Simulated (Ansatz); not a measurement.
Ansatz (a quantum-chemistry and plane-wave program) input (PBE/def2-TZVP):

Ansatz 0.2 input:
```yaml
crystal:
  periodic: [false, false, false]
  atoms:
    - {symbol: Ti, position_ang: [-0.00000000, -0.00000000, -0.37574729]}
    - {symbol: N, position_ang: [0.00000000, 0.00000000, 1.18092005]}
basis:
  gaussian:
    orbitals: def2-TZVP
hamiltonian:
  xc: {name: PBE}
magnetization: {spin_polarized: true, initial_magnetization: 1}
relax: {f_tol: 0.003, max_steps: 100}
```

Output:

```
Functional definition: PBE
integrals: 0.02 GiB planned
568 factors; their error is unknown
mean field: 0.20 GiB planned
mean field evaluation 1: about -24580.0759 eV, gradient 6.2e1 eV
mean field evaluation 2: about -24419.6892 eV, gradient 1.3e2 eV
mean field evaluation 4: about -24571.0020 eV, gradient 9.2e1 eV
mean field evaluation 8: about -24595.4748 eV, gradient 7.3e-1 eV
mean field evaluation 16: about -24595.4931 eV, gradient 1.6e-5 eV
mean field evaluation 32: about -24594.8960 eV, gradient 1.1e-4 eV
mean field evaluation 64: about -24595.0002 eV, gradient 1.7e0 eV
mean field -24595.49306895 eV, -903.8676988598 hartree, gradient 1.5e-5 eV, S^2 0.756156; 7 other end points of the search recorded, 0 dependent functions left out
the calculation of the forces begins
reference -24595.49311237 eV, -903.8677004554 hartree; 15, 14 occupied and 61, 62 virtual orbitals, 568 factors
relax step   1: F+E_penalty+E_count = -24595.49306895 eV  Δ(F+E_penalty+E_count) = +0.000e0 eV  max|allowed force component| = 9.551e-1 eV/Å  Δτ_max = 0.0000 Å  (282 SCF iters, accepted)
these checks for a lower state are left out or cut short: starts, cluster_reference, orbital_swaps, neighbouring_geometries, increment
integrals: 0.02 GiB planned
568 factors; their error is unknown
mean field: 0.20 GiB planned
mean field -24595.49991212 eV, -903.8679503419 hartree, gradient 1.6e-5 eV, S^2 0.756593; 0 other end points of the search recorded, 0 dependent functions left out
the calculation of the forces begins
reference -24595.49995574 eV, -903.8679519449 hartree; 15, 14 occupied and 61, 62 virtual orbitals, 568 factors
relax step   2: F+E_penalty+E_count = -24595.49991212 eV  Δ(F+E_penalty+E_count) = -6.843e-3 eV  max|allowed force component| = 4.632e-1 eV/Å  Δτ_max = 0.0048 Å  (41 SCF iters, accepted)
these checks for a lower state are left out or cut short: starts, cluster_reference, orbital_swaps, neighbouring_geometries, increment
integrals: 0.02 GiB planned
568 factors; their error is unknown
mean field: 0.20 GiB planned
mean field evaluation 96: about -24595.5032 eV, gradient 6.0e-1 eV
mean field -24595.50210357 eV, -903.8680308762 hartree, gradient 1.6e-5 eV, S^2 0.757044; 0 other end points of the search recorded, 0 dependent functions left out
the calculation of the forces begins
reference -24595.50214738 eV, -903.8680324861 hartree; 15, 14 occupied and 61, 62 virtual orbitals, 568 factors
relax step   3: F+E_penalty+E_count = -24595.50210357 eV  Δ(F+E_penalty+E_count) = -2.191e-3 eV  max|allowed force component| = 1.375e-2 eV/Å  Δτ_max = 0.0046 Å  (41 SCF iters, accepted)
these checks for a lower state are left out or cut short: starts, cluster_reference, orbital_swaps, neighbouring_geometries, increment
integrals: 0.02 GiB planned
568 factors; their error is unknown
mean field: 0.20 GiB planned
mean field -24595.50210557 eV, -903.8680309494 hartree, gradient 2.3e-5 eV, S^2 0.757058; 0 other end points of the search recorded, 0 dependent functions left out
the calculation of the forces begins
reference -24595.50214938 eV, -903.8680325595 hartree; 15, 14 occupied and 61, 62 virtual orbitals, 568 factors
relax step   4: F+E_penalty+E_count = -24595.50210557 eV  Δ(F+E_penalty+E_count) = -1.993e-6 eV  max|allowed force component| = 1.131e-4 eV/Å  Δτ_max = 0.0001 Å  (27 SCF iters, accepted)
integrals: 0.02 GiB planned
568 factors; their error is unknown
mean field: 0.20 GiB planned
mean field evaluation 128: about -24594.8897 eV, gradient 1.0e0 eV
mean field evaluation 160: about -24595.5021 eV, gradient 7.8e-5 eV
mean field -24595.50210557 eV, -903.8680309494 hartree, gradient 2.3e-5 eV, S^2 0.757058; 9 other end points of the search recorded, 0 dependent functions left out
the calculation of the forces begins
reference -24595.50214938 eV, -903.8680325595 hartree; 15, 14 occupied and 61, 62 virtual orbitals, 568 factors
Total energy: -24595.50214938 eV, -903.8680325595 hartree
Atom 0 at    -0.000000    -0.000000    -0.385357 Å, force    -0.000000    -0.000000    -0.000113 eV/Å
Atom 1 at     0.000000     0.000000     1.190530 Å, force     0.000000     0.000000     0.000113 eV/Å
Dipole moment:    -0.000000    -0.000000    -0.836697 e Å
```

The spin state was set by rule; other spins were not relaxed.
